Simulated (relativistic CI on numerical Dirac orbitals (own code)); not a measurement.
## Cr+ in a cubic cluster: L2,3 absorption with charge transfer

Computed with a charge-transfer multiplet model of a cubic metal-ligand cluster with up to 2 ligand holes, Slater and spin-orbit integrals from Dirac-Coulomb-Breit ions, Slater integrals scaled by 0.7. The ground state mixes d5 with configurations of k ligand holes L, whose averages lie at kΔ + k(k − 1)U_dd/2; a core hole lowers each added d electron by U_cd. 20 K, Lorentzian 0.4 eV and Gaussian 0.3 eV FWHM.

Atomic integrals in eV (Slater integrals scaled, ζ unscaled), ground: F2dd 5.807, F4dd 3.572, zeta_d 0.022; with the core hole: F2dd 6.463, F4dd 3.985, zeta_d 0.034, zeta_core 5.628, F2cd 3.633, G1cd 2.608, G3cd 1.479.

Cluster parameters (eV): U_dd = 5.8, U_cd = 7.4, 10Dq = 0.4, 10Dq(ligand) = 1.1, V(eg) = 2.6, V(t2g) = -1.14, final-state hopping factor = 1.

Weights, n_d and S are thermal averages at 20 K. Photon energies count from the first peak over 30 % of the highest in each spectrum, which can be another peak from case to case. The parameters are a model scan and need not match a compound or its usual spin state. Peaks in eV (height, largest 100): 0.0 (34), 1.0 (100), 3.2 (10), 8.9 (17), 10.0 (26), 10.5 (24).

Problem. Which parameters give this spectrum?
A. Δ = 7.5 eV
B. Δ = 8.5 eV
C. Δ = 10.5 eV

Solution. C. Δ = 10.5 eV; the ground state then has 5.11 d electrons and S = 2.50. The choice follows from running the model for each set and comparing peak positions and heights.
